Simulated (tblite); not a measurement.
Compound: C7H13PS.
Z-matrix (Å and degrees, GFN2-xTB geometry), rows numbered from 1:
```
C 
S   1  1.8106
C   2  1.8153  1   98.95
P   3  1.8834  2  112.30  1   -62.88
C   4  1.8161  3   96.23  2  -160.07
C   5  1.3306  4  114.65  3    90.06
C   6  1.4915  5  125.32  4   179.23
C   6  1.5033  5  115.91  4    -2.03
C   8  1.5322  6  108.20  5    13.67
H   1  1.0867  2  109.45  3   -63.53
H   1  1.0848  2  107.14  3   176.89
H   1  1.0877  2  108.89  3    57.47
H   3  1.0921  2  108.45  1    58.39
H   3  1.0906  2  106.38  1   175.92
H   5  1.0784  4  120.97  3   -91.76
H   7  1.0900  6  110.05  5  -118.39
H   7  1.0899  6  110.23  5   122.96
H   7  1.0870  6  111.03  5     2.07
H   8  1.0945  6  108.88  5  -106.91
H   8  1.0919  6  110.81  5   135.54
H   9  1.0917  4  109.96  3    42.75
H   9  1.0932  4  107.04  3   159.59
```

Method: GFN2-xTB as coded in tblite; computed harmonic values from a numerical Hessian at the method's own geometry, unscaled. Errors from tens to a few hundred cm⁻¹ against measured bands are possible. One conformer, not necessarily the lowest.

Harmonic wavenumbers (cm⁻¹): 29.6, 61.1, 90.8, 111.6, 126.9, 151.2, 158.0, 252.4, 273.8, 293.5, 321.9, 422.0, 489.0, 537.3, 651.5, 709.2, 716.4, 737.9, 743.5, 780.0, 805.0, 810.5, 888.7, 933.8, 947.5, 948.9, 1008.6, 1015.9, 1047.7, 1066.4, 1119.4, 1126.9, 1143.4, 1168.6, 1237.5, 1251.3, 1313.8, 1315.9, 1395.3, 1398.5, 1440.8, 1442.4, 1447.0, 1472.3, 1476.0, 1477.2, 1669.8, 2932.9, 2943.0, 2953.7, 2969.7, 2971.5, 2975.1, 2997.4, 3006.4, 3011.5, 3020.0, 3045.5, 3062.3, 3085.1.

A = 2795, B = 607.2, C = 590.6 MHz; mass 160.048 u (most abundant isotopes); point group C1, symmetry number 1.

**Question.** What is the zero-point energy?

**Answer.** Half the sum of the wavenumbers: 39500 cm⁻¹ = 112.94 kcal/mol.

**Question.** Entropy at 298.15 K, 1 bar (ideal gas, RRHO, classical rotation)?

**Answer.** Translation 41.15, rotation 30.15, vibration 36.95: S = 108.2 cal/(mol K).

**Question.** And Cp and H(298.15 K) − H(0)?

**Answer.** Cp = 43.80 cal/(mol K), of which vibrations give 35.86 (their classical limit is 60 R = 119.2); H(298.15 K) − H(0) = 7.94 kcal/mol without the zero-point energy, 5.57 from vibrations.

**Question.** Which modes carry the vibrational entropy at 298.15 K?

**Answer.** 29.6 cm⁻¹: 5.86; 61.1 cm⁻¹: 4.42; 90.8 cm⁻¹: 3.64; 111.6 cm⁻¹: 3.24; 126.9 cm⁻¹: 2.99; 151.2 cm⁻¹: 2.66 cal/(mol K); the other 54 give 14.14 together.

**Question.** Blend soft modes into free rotors: weight 1/[1 + (100 cm⁻¹/ν̃)⁴] for the oscillator and the rest for a rotor with moment μB/(μ + B), μ = h/(8π²ν), B = 10⁻⁴⁴ kg m². What vibrational entropy results?

**Answer.** 33.48 cal/(mol K) in place of 36.95, which changes −T·S at 298.15 K by +1.03 kcal/mol.

**Question.** What must be added to the electronic energy to get the Gibbs energy at 298.15 K and 1 bar?

**Answer.** ZPE + [H(298.15 K) − H(0)] − T·S = 112.94 + 7.94 − 32.27 = 88.61 kcal/mol.

**Question.** How do the functions run with temperature in this model?

**Answer.** 
| T (K) | S (cal/(mol K)) | Cp (cal/(mol K)) | H − H(0) (kcal/mol) | G − H(0) (kcal/mol) | ln q(vib) |
| --- | --- | --- | --- | --- | --- |
| 50 | 62.0 | 15.3 | 0.55 | -2.55 | 0.91 |
| 100 | 74.8 | 22.0 | 1.49 | -5.99 | 2.62 |
| 373.15 | 119.0 | 52.5 | 11.56 | -32.86 | 11.54 |
| 500 | 136.3 | 65.3 | 19.07 | -49.06 | 15.43 |
| 750 | 166.4 | 83.2 | 37.80 | -87.00 | 22.81 |
| 1000 | 192.0 | 94.9 | 60.14 | -131.89 | 29.65 |

q(vib) and H(0) count from the zero-point level.

Hindered rotation and anharmonicity are outside this model. Other conformers, if any are populated, would add a mixing term that is left out. The structure is chiral; the term R ln 2 for an equal mix with its mirror image is left out.
